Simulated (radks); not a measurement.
Pb3+, 79 electrons, occupied as [Xe] 4f14 5d10 6s1.

Calculated with a radial shooting solver on a logarithmic mesh with Libxc functionals: scalar-relativistic Kohn-Sham, PBEsol, spin-unpolarised, spherical densities, finite nucleus; Fermi nuclear charge, rms radius 5.5012 fm.

Energy parts (eV):
| part | energy |
|---|---|
| total | -567862.14 |
| kinetic | 641307.30 |
| electron-nucleus | -1415272.88 |
| Hartree | 216442.79 |
| exchange-correlation | -10339.35 |

Orbitals (lengths in bohr, moments of r in powers of bohr):
\begin{tabular}{lrrr}
orbital & occ. & eigenvalue (eV) & <r> \\ \hline
1s & 2 & -88072.86 & 0.01606 \\
2s & 2 & -15778.35 & 0.06763 \\
2p & 6 & -13546.18 & 0.06144 \\
3s & 2 & -3809.444 & 0.1746 \\
3p & 6 & -3169.026 & 0.1765 \\
3d & 10 & -2513.802 & 0.1600 \\
4s & 2 & -884.3171 & 0.3844 \\
4p & 6 & -674.3069 & 0.4101 \\
4d & 10 & -430.7309 & 0.4311 \\
5s & 2 & -172.7776 & 0.8533 \\
4f & 14 & -161.7433 & 0.4538 \\
5p & 6 & -114.5087 & 0.9757 \\
5d & 10 & -49.4724 & 1.276 \\
6s & 1 & -37.5233 & 2.087 \\
6p & 0 & -26.0198 & 2.570 \\
\end{tabular}

The highest occupied level is 6s at -37.523 eV. The electron density at the nucleus is 2.951e+06 e/bohr^3 (large components only). Summed over all electrons, <r^2> = 39.42 bohr^2, which gives a Langevin (diamagnetic) susceptibility term of -31.2 x 10^-6 cm^3/mol. The density falls to 0.001 e/bohr^3 at r = 3.37 bohr. For comparison, the ionisation energy in NIST's Atomic Spectra Database is 42.333 eV (measured). In exact Kohn-Sham theory the highest level is minus the ionisation energy, but local and semilocal functionals leave it too shallow, through self-interaction and a potential that decays too fast; potentials with the right tail come closer.

Beside tabulated values, note that spin-unpolarised runs miss the spin-polarisation part of the exchange energy of open shells, and scalar-relativistic runs lack spin-orbit coupling.
